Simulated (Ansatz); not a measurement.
An input meant for BiMe2Br (C2H6BiBr) (charge 0, singlet).

```yaml
crystal:
  periodic: [false, false, false]
  atoms:
    - {symbol: Bi, position_ang: [-0.323607, -0.557176, 1.247480]}
    - {symbol: C, position_ang: [1.579306, -0.530782, 0.017581]}
    - {symbol: H, position_ang: [1.305414, -0.603147, -1.043575]}
    - {symbol: H, position_ang: [2.211830, -1.383540, 0.300031]}
    - {symbol: H, position_ang: [2.113503, 0.412569, 0.207744]}
    - {symbol: C, position_ang: [-1.255702, 1.094069, 0.006909]}
    - {symbol: H, position_ang: [-2.320763, 1.184860, 0.259515]}
    - {symbol: H, position_ang: [-1.143705, 0.835987, -1.054505]}
    - {symbol: H, position_ang: [-0.736915, 2.040095, 0.223545]}
    - {symbol: Br, position_ang: [-1.429360, -2.492916, -0.164714]}
basis:
  gaussian: {orbitals: def2-SVP}
magnetization: {spin_polarized: true, initial_magnetization: 6}
hamiltonian: {xc: {name: B97M-V}}
scf: {omitted_lower_state_checks: [starts]}
```

```sh
$ ansatz run in.yaml --threads 4 --pin off --events-out ev --progress --plain --max-ram 3916MiB
```

Output, abridged:

```
Functional definition: B97M-V
  name "B97M-V"
  cite "Mardirossian & Head-Gordon, J. Chem. Phys. 142, 074111 (2015) doi:10.1063/1.4907719"
  cite "Becke, J. Chem. Phys. 107, 8554 (1997) doi:10.1063/1.475007"
  cite "Vydrov & Van Voorhis, J. Chem. Phys. 133, 244103 (2010) doi:10.1063/1.3521275"
  # Of w^i u^j: cxij and so on, Table III.
  parameter cx00 = 1.000
  parameter cx01 = 1.308
  parameter cx02 = 1.901
  parameter cx10 = 0.416
  parameter cx11 = 3.070
  parameter css00 = 1.000
  parameter css02 = -1.855
  parameter css10 = -5.668
  parameter css32 = -20.497
  parameter css42 = -20.364
  parameter cos00 = 1.000
  parameter cos01 = 1.573
  parameter cos03 = -6.298
  parameter cos10 = 2.535
  parameter cos32 = -6.427
  parameter b = 6.0
  parameter c = 0.01
  gx(w, u) = cx00 + cx01*u + cx02*u^2 + (cx10 + cx11*u)*w
  gss(w, u) = css00 + css02*u^2 + css10*w + (css32*w^3 + css42*w^4)*u^2
  gos(w, u) = cos00 + cos01*u + cos03*u^3 + cos10*w + cos32*w^3*u^2
  exchange = spin_sum(e_x_unif_s*gx(b97_w, b97_u_x))
  correlation = spin_sum(e_c_pw_mod_same_spin*gss(b97_w, b97_u_same))
      + integral(e_c_pw_mod_opposite_spin*gos(b97_w_opposite, b97_u_opposite)) + vv10(b, c)
these checks for a lower state are left out or cut short: starts
1285 factors; their error is unknown
mean field evaluation 1: about -77994.0760 eV, gradient 5.9e1 eV
mean field evaluation 2: about -77803.0186 eV, gradient 1.7e2 eV
mean field evaluation 4: about -78021.3436 eV, gradient 6.4e0 eV
mean field evaluation 8: about -78021.6796 eV, gradient 1.3e-1 eV
mean field evaluation 16: about -78021.5897 eV, gradient 5.2e-3 eV
mean field evaluation 32: about -78021.5897 eV, gradient 1.0e-4 eV
mean field -78021.58970160 eV, -2867.2405366009 hartree, gradient 7.6e-6 eV, S^2 12.010283; 0 other end points of the search recorded, 0 dependent functions left out
reference -78021.58975560 eV, -2867.2405385855 hartree; 41, 35 occupied and 75, 81 virtual orbitals, 1285 factors
Total energy: -78021.58975560 eV, -2867.2405385855 hartree
Checks for a lower state left out: starts
```

Task: What is wrong with this run?

Result: The spin is set far too high (6 unpaired electrons typed, 0 in the singlet as meant). Self-consistency was reached. The result belongs to that input, not to the species as meant.
